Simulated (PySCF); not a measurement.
B(H)(Br)(NH2) (BBrH₃N), SMILES NBBr. Coordinates come from a B3LYP-D3(BJ)/def2-TZVP optimisation. One conformer was computed; it need not be the lowest.

PySCF with TDDFT-LC-ωPBE/def2-SVPD puts the lowest singlet excitations at 6.89, 7.42, 8.01, 8.01, 8.22, 8.37 eV.

**Question.** What are the lowest excitation roots from PySCF 2.14.0 with ADC(2)/aug-cc-pVDZ? (Estimate from the structure and the level; the computed values follow.)

**Answer.** 6.85, 6.98, 7.05, 7.45, 7.73, 7.98 eV. S1 differs by -0.04 eV (second minus first; roots are paired by order, and the bases may differ).
